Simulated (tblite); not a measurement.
A geometry optimisation, step by step.

C₃H₁₀AsB.
Numbering: `[BH2:1][AsH:2][CH:3]([CH3:4])[CH3:5]` (hydrogens: H6, H7 on B1; H8 on As2; H9 on C3; H10, H11, H12 on C4; H13, H14, H15 on C5)

Computed with GFN2-xTB (tblite), gas phase: L-BFGS steps from a force-field or distance-geometry start until the largest atomic force falls under 0.01 eV/Å. 11 of its 131 geometries are shown.

Step 0: E = -410.3364 eV, largest atomic force 1.024 eV/Å
```
atom  x, y, z in Å  |  force x, y, z in eV/Å
B1      2.514    0.393   -0.405   -0.091   0.102   0.137
As2     1.168    0.222    1.125    0.926  -0.302   0.317
C3     -0.351   -0.229   -0.039   -0.683  -0.224  -0.629
C4     -1.444   -0.918    0.768   -0.292  -0.666   0.426
C5     -0.910    1.047   -0.680    0.064   0.301  -0.404
H6      2.572   -0.449   -1.229    0.053   0.227   0.140
H7      3.196    1.354   -0.481   -0.096  -0.278  -0.097
H8      1.554   -1.279    1.363   -0.163   0.501  -0.079
H9     -0.015   -0.922   -0.840   -0.187   0.328   0.285
H10    -1.040   -1.858    1.226   -0.355   0.719  -0.322
H11    -2.305   -1.198    0.124    0.450   0.214   0.402
H12    -1.806   -0.267    1.596    0.213  -0.378  -0.566
H13    -1.249    1.767    0.102    0.263  -0.495  -0.568
H14    -0.118    1.532   -1.306   -0.607  -0.236   0.484
H15    -1.770    0.813   -1.347    0.505   0.186   0.473
```

Step 13: E = -410.4550 eV, largest atomic force 0.033 eV/Å
```
atom  x, y, z in Å  |  force x, y, z in eV/Å
B1      2.514    0.400   -0.385   -0.009   0.011  -0.016
As2     1.212    0.214    1.144    0.017   0.027   0.009
C3     -0.369   -0.236   -0.046    0.007  -0.006   0.001
C4     -1.453   -0.931    0.769   -0.010  -0.009   0.004
C5     -0.905    1.038   -0.685   -0.001   0.001  -0.007
H6      2.579   -0.426   -1.214    0.007  -0.010   0.005
H7      3.198    1.343   -0.508   -0.006   0.006   0.010
H8      1.540   -1.250    1.346    0.011  -0.018  -0.002
H9     -0.028   -0.912   -0.836   -0.001  -0.012  -0.002
H10    -1.065   -1.846    1.218   -0.007   0.004   0.000
H11    -2.305   -1.191    0.141   -0.006   0.010  -0.011
H12    -1.802   -0.279    1.569    0.000  -0.001   0.000
H13    -1.230    1.742    0.084    0.009  -0.002  -0.001
H14    -0.135    1.522   -1.290    0.000  -0.006   0.005
H15    -1.758    0.821   -1.328   -0.009   0.005   0.004
```

Step 26: E = -410.4559 eV, largest atomic force 0.033 eV/Å
```
atom  x, y, z in Å  |  force x, y, z in eV/Å
B1      2.512    0.408   -0.389   -0.003   0.008  -0.007
As2     1.215    0.214    1.143    0.004  -0.028   0.017
C3     -0.369   -0.244   -0.042    0.000   0.004  -0.004
C4     -1.462   -0.930    0.767    0.004  -0.001  -0.002
C5     -0.899    1.032   -0.682    0.000   0.007  -0.006
H6      2.597   -0.427   -1.205    0.002  -0.005  -0.001
H7      3.181    1.360   -0.514    0.000   0.016  -0.003
H8      1.561   -1.249    1.337   -0.011   0.003   0.008
H9     -0.029   -0.925   -0.829   -0.003   0.002  -0.006
H10    -1.087   -1.851    1.214    0.002  -0.005   0.006
H11    -2.313   -1.175    0.132   -0.006   0.000   0.009
H12    -1.807   -0.276    1.569    0.001  -0.001  -0.003
H13    -1.209    1.740    0.088    0.003   0.007   0.000
H14    -0.133    1.508   -1.296    0.013  -0.001  -0.005
H15    -1.762    0.822   -1.315   -0.007  -0.006  -0.002
```

Step 39: E = -410.4620 eV, largest atomic force 0.190 eV/Å
```
atom  x, y, z in Å  |  force x, y, z in eV/Å
B1      2.475    0.455   -0.379    0.028   0.026  -0.051
As2     1.236    0.121    1.167   -0.118  -0.052  -0.006
C3     -0.370   -0.278   -0.036    0.174   0.062   0.043
C4     -1.484   -0.916    0.780   -0.004  -0.026  -0.029
C5     -0.841    1.014   -0.687   -0.013   0.057  -0.069
H6      2.739   -0.388   -1.149    0.027  -0.002   0.032
H7      2.921    1.525   -0.573   -0.071  -0.073   0.004
H8      1.563   -1.355    1.313    0.009   0.028  -0.057
H9     -0.054   -0.978   -0.819   -0.001   0.026   0.047
H10    -1.158   -1.868    1.202   -0.001   0.091   0.038
H11    -2.345   -1.106    0.140   -0.081  -0.012   0.027
H12    -1.791   -0.251    1.590    0.015  -0.073  -0.029
H13    -1.050    1.779    0.062    0.053  -0.016   0.043
H14    -0.085    1.395   -1.374    0.042   0.044   0.039
H15    -1.757    0.859   -1.256   -0.060  -0.079  -0.031
```

Step 52: E = -410.4906 eV, largest atomic force 0.097 eV/Å
```
atom  x, y, z in Å  |  force x, y, z in eV/Å
B1      2.388    0.496   -0.363    0.069  -0.011   0.018
As2     1.248   -0.025    1.186    0.003  -0.012   0.007
C3     -0.358   -0.310   -0.024   -0.082   0.043  -0.028
C4     -1.515   -0.882    0.792    0.033   0.035  -0.054
C5     -0.750    0.998   -0.700   -0.056  -0.005   0.009
H6      3.010   -0.270   -0.992    0.049   0.005   0.017
H7      2.425    1.624   -0.682   -0.007  -0.002  -0.040
H8      1.597   -1.498    1.187    0.015  -0.023  -0.007
H9     -0.069   -1.033   -0.796   -0.065  -0.002   0.044
H10    -1.233   -1.850    1.205   -0.013   0.038   0.082
H11    -2.404   -1.022    0.175    0.041  -0.003  -0.060
H12    -1.780   -0.207    1.609    0.063  -0.051  -0.020
H13    -0.820    1.809    0.027   -0.014  -0.020   0.019
H14    -0.023    1.281   -1.461    0.023  -0.005   0.048
H15    -1.721    0.896   -1.184   -0.060   0.012  -0.036
```

Step 65: E = -410.5503 eV, largest atomic force 0.244 eV/Å
```
atom  x, y, z in Å  |  force x, y, z in eV/Å
B1      2.508    0.463   -0.359   -0.131  -0.050  -0.125
As2     1.276   -0.128    1.070    0.062  -0.011  -0.020
C3     -0.402   -0.316   -0.052   -0.121   0.058   0.069
C4     -1.539   -0.855    0.812   -0.003   0.005  -0.075
C5     -0.805    1.016   -0.661   -0.088  -0.028  -0.015
H6      3.505   -0.090   -0.612    0.113   0.018   0.066
H7      2.246    1.421   -0.986    0.095   0.000   0.036
H8      1.629   -1.597    0.997   -0.025   0.025   0.022
H9     -0.201   -1.016   -0.872    0.034  -0.058   0.114
H10    -1.234   -1.750    1.355    0.020  -0.042  -0.052
H11    -2.401   -1.097    0.190   -0.025  -0.043   0.025
H12    -1.849   -0.108    1.543    0.065   0.004  -0.006
H13    -0.976    1.765    0.105   -0.035   0.090   0.224
H14    -0.037    1.394   -1.324    0.136   0.037  -0.186
H15    -1.724    0.907   -1.230   -0.099  -0.005  -0.075
```

Step 78: E = -410.5777 eV, largest atomic force 0.089 eV/Å
```
atom  x, y, z in Å  |  force x, y, z in eV/Å
B1      2.568    0.417   -0.389    0.036   0.028  -0.053
As2     1.275   -0.101    1.010    0.011   0.024  -0.067
C3     -0.440   -0.292   -0.071    0.043   0.039   0.037
C4     -1.538   -0.868    0.816    0.000  -0.020   0.001
C5     -0.865    1.045   -0.661    0.023  -0.005   0.007
H6      3.633   -0.071   -0.471   -0.050  -0.015   0.066
H7      2.373    1.342   -1.089   -0.037  -0.056   0.036
H8      1.577   -1.582    0.998   -0.006   0.037   0.018
H9     -0.224   -1.004   -0.878   -0.063   0.062  -0.005
H10    -1.181   -1.754    1.341    0.012  -0.049  -0.009
H11    -2.411   -1.147    0.229   -0.037   0.000  -0.061
H12    -1.854   -0.139    1.562    0.060   0.029   0.008
H13    -1.074    1.759    0.137   -0.008  -0.023   0.000
H14    -0.079    1.462   -1.288   -0.010  -0.021  -0.025
H15    -1.766    0.941   -1.269    0.028  -0.031   0.048
```

Step 91: E = -410.5919 eV, largest atomic force 0.086 eV/Å
```
atom  x, y, z in Å  |  force x, y, z in eV/Å
B1      2.586    0.395   -0.390    0.071  -0.004  -0.034
As2     1.255   -0.045    0.986    0.019   0.032   0.077
C3     -0.444   -0.276   -0.084   -0.033  -0.012  -0.021
C4     -1.523   -0.889    0.802   -0.004   0.019  -0.017
C5     -0.894    1.060   -0.653    0.004   0.004   0.002
H6      3.663   -0.064   -0.323    0.001   0.016  -0.020
H7      2.414    1.233   -1.193   -0.030  -0.023   0.002
H8      1.570   -1.515    1.055   -0.008  -0.030   0.026
H9     -0.240   -0.962   -0.915    0.013  -0.001   0.022
H10    -1.171   -1.826    1.239   -0.029   0.013  -0.030
H11    -2.428   -1.088    0.228    0.020  -0.016   0.025
H12    -1.773   -0.208    1.617    0.006  -0.012  -0.014
H13    -1.072    1.782    0.144   -0.007  -0.028   0.036
H14    -0.130    1.467   -1.315   -0.030   0.016  -0.033
H15    -1.818    0.943   -1.219    0.007   0.026  -0.021
```

Step 104: E = -410.5987 eV, largest atomic force 0.056 eV/Å
```
atom  x, y, z in Å  |  force x, y, z in eV/Å
B1      2.615    0.340   -0.398   -0.019   0.004  -0.001
As2     1.256    0.023    0.992   -0.015  -0.001   0.009
C3     -0.432   -0.249   -0.097    0.010  -0.023   0.033
C4     -1.497   -0.905    0.775   -0.017  -0.002   0.013
C5     -0.929    1.083   -0.638    0.019  -0.014  -0.003
H6      3.712   -0.056   -0.282   -0.018  -0.034   0.021
H7      2.408    1.072   -1.289   -0.019   0.021  -0.046
H8      1.530   -1.447    1.180    0.017   0.005   0.007
H9     -0.204   -0.913   -0.939   -0.002  -0.002   0.005
H10    -1.157   -1.871    1.155    0.033   0.035  -0.029
H11    -2.416   -1.064    0.211    0.006  -0.005  -0.001
H12    -1.724   -0.266    1.630   -0.015  -0.010  -0.011
H13    -1.124    1.779    0.179   -0.008  -0.008   0.012
H14    -0.189    1.530   -1.301    0.030   0.026  -0.010
H15    -1.853    0.951   -1.202   -0.002   0.006   0.001
```

Step 117: E = -410.6061 eV, largest atomic force 0.025 eV/Å
```
atom  x, y, z in Å  |  force x, y, z in eV/Å
B1      2.587    0.281   -0.429    0.005  -0.013  -0.002
As2     1.254    0.121    1.016   -0.016   0.013   0.011
C3     -0.414   -0.208   -0.083   -0.005   0.004  -0.021
C4     -1.468   -0.926    0.748    0.000   0.003  -0.013
C5     -0.944    1.119   -0.607    0.002   0.011   0.001
H6      3.677   -0.126   -0.290    0.006  -0.007   0.001
H7      2.359    0.882   -1.409   -0.007   0.007   0.004
H8      1.525   -1.333    1.309    0.006   0.003  -0.002
H9     -0.151   -0.846   -0.935    0.016   0.003  -0.013
H10    -1.084   -1.881    1.109   -0.004  -0.012   0.014
H11    -2.361   -1.117    0.152   -0.014  -0.021   0.002
H12    -1.755   -0.325    1.611    0.018   0.017   0.005
H13    -1.227    1.767    0.224   -0.015  -0.008  -0.001
H14    -0.185    1.635   -1.198    0.009  -0.016   0.000
H15    -1.819    0.965   -1.239   -0.001   0.016   0.014
```

Step 130: E = -410.6067 eV, largest atomic force 0.009 eV/Å
```
atom  x, y, z in Å  |  force x, y, z in eV/Å
B1      2.586    0.271   -0.429   -0.004  -0.004   0.005
As2     1.248    0.135    1.014    0.003   0.000   0.002
C3     -0.414   -0.205   -0.091    0.004   0.000   0.002
C4     -1.462   -0.930    0.744    0.000  -0.002   0.000
C5     -0.949    1.123   -0.606    0.002   0.001  -0.001
H6      3.673   -0.143   -0.289    0.002  -0.005   0.001
H7      2.358    0.866   -1.413    0.001   0.006  -0.006
H8      1.519   -1.315    1.327   -0.001   0.001  -0.001
H9     -0.146   -0.837   -0.946    0.001   0.003  -0.001
H10    -1.069   -1.881    1.108   -0.003  -0.001   0.004
H11    -2.357   -1.132    0.154    0.002  -0.001  -0.001
H12    -1.745   -0.325    1.605   -0.001  -0.001  -0.001
H13    -1.239    1.762    0.230   -0.001  -0.001  -0.002
H14    -0.187    1.645   -1.187   -0.003   0.004  -0.004
H15    -1.820    0.974   -1.243   -0.002   0.000   0.002
```

Problem. Summarise the path.

Solution. The energy falls by 0.2703 eV from step 0 to step 130; nine tenths of that is first reached at step 80. It rises by more than 0.2 meV at steps 40 and 64. The largest force goes from 1.024 to 0.009 eV/Å. Among the bonds B1–As2 changes most, from 2.045 to 1.973 Å; the atoms move by 0.530 Å rms after alignment.

The cost below is that of the whole relaxation. On one thread of an Arm Neoverse V1, on a shared host, this took 0.69 s of wall time.
